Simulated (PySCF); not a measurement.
## Which determinant of Cu₂ lies lowest?

Unrestricted PBE0; basis Cu cc-pVDZ-PP with ECP10; scalar-relativistic core potentials; PySCF 2.14. Outer shells of the fragments: Cu 3d10 4s1; Cu 3d10 4s1.

Followed along the bond (rough minima from three points):

```
2Ms+1  unpaired  ⟨S²⟩ at the start  R at minimum (Å)  Te (eV)
    1      none               0.00              2.23     0.00
    3      σ ↑↑               2.01  none in the scan   ≤ 1.72
```

Solutions found at the starting distance of 2.270 Å, counted from the lowest of them; the search is not exhaustive and high or unbound solutions are not listed, so other states can lie among these:

```tsv
2Ms+1	unpaired	term	E (eV)	⟨S²⟩	⟨Lz²⟩
1	none	¹Σ⁺	0.00	0.00	0.00
3	σ ↑↑	³Σ⁺	1.81	2.01	0.00
3	σ ↑, π ↑	³Π	2.00	2.04	1.02
1	σ ↑, π ↓	mixed	2.10	1.03	1.02
3	σ ↑, δ ↑	³Δ	2.35	2.02	4.02
1	σ ↑, δ ↓	mixed	2.44	1.02	4.02
3	σ ↑, π ↑	³Π	3.51	2.03	1.06
5	σ ↑↑↑, π ↑	mixed	5.27	6.02	1.25
5	σ ↑↑, π ↑↑	mixed	5.94	6.00	2.01
5	σ ↑↑, π ↑↑	mixed	6.05	6.01	2.05
3	σ ↑↑, π ↑↓	mixed	6.17	3.03	2.02
```

A term symbol is given only where ⟨S²⟩ and ⟨Lz²⟩ are close to those of a pure state; real π, δ and φ orbitals otherwise mix terms, and g/u labels are left off.

The measured ground state is X ¹Σ+ (Huber and Herzberg, Constants of Diatomic Molecules (1979)).

Counting both spins, an empty level lies below a filled one in some of these solutions, because spin and occupation are held.
